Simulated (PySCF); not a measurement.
**Vertical excitation energies**

Species: C₇H₃FOS.
SMILES: `c1(ccc(C#C)s1)C(F)=O`

Level of theory: PySCF, TDDFT B3LYP/def2-SVPD, vertical, gas phase, core orbitals frozen in the response. Isolated species at its GFN2-xTB geometry (one conformer only). Torsions of this conformer, `[CH:1]#[C:2][c:3]1[cH:4][cH:5][c:6]([C:7](=[O:8])[F:9])[s:10]1`: C5–C6–C7–O8 180°.

Task: What does the calculation give for the low-lying excited states?

Result: 

```csv
state,E (eV),ν̃ (cm⁻¹),f,symmetry,"main configurations (H = HOMO, L = LUMO)"
S1,4.15,33490,0.406,A′,H→L (96%)
S2,4.68,37760,0.0001,–,H-2→L (97%)
S3,4.68,37770,0.043,A′,H-1→L (92%)
S4,4.88,39330,0.0000,–,H-3→L (96%)
S5,5.52,44540,0.0001,–,H→L+2 (91%)
S6,5.84,47140,0.031,A′,"H-4→L (59%), H→L+1 (37%)"
S7,5.96,48110,0.0003,–,H→L+3 (89%)
S8,6.04,48730,0.079,A′,"H→L+1 (44%), H-4→L (31%)"
```

Triplets (Tamm–Dancoff): T1 2.69 eV, H→L (96%); T2 3.63 eV, H-1→L (98%); T3 4.49 eV, H-2→L (90%).

The lowest singlet lies at 4.15 eV (299 nm, ultraviolet) and is strong; its leading configuration is HOMO→LUMO (96%). The lowest level is also the most intense of those listed (f = 0.406). S2/S3 lie within about 0.01 eV of each other. Löwdin shares by element: HOMO carbon 67% or more (atoms not listed hold the other 33%); LUMO carbon 37% or more, sulfur 15% (atoms not listed hold the other 47%). The listed states span 1.89 eV, and the widest gap between neighbours is 0.65 eV (S4 to S5). Weighted by f, the mean energy of these states is 4.55 eV. Orbital energies (eV): HOMO-3 -8.98, HOMO-2 -8.61, HOMO-1 -8.05, HOMO -7.20, LUMO -2.88, LUMO+1 -0.72, LUMO+2 -0.48. Symmetry labels in Cs follow from the direction of the transition dipole and are given only for states with f of 0.002 or more. The window holds the lowest 8 singlets.
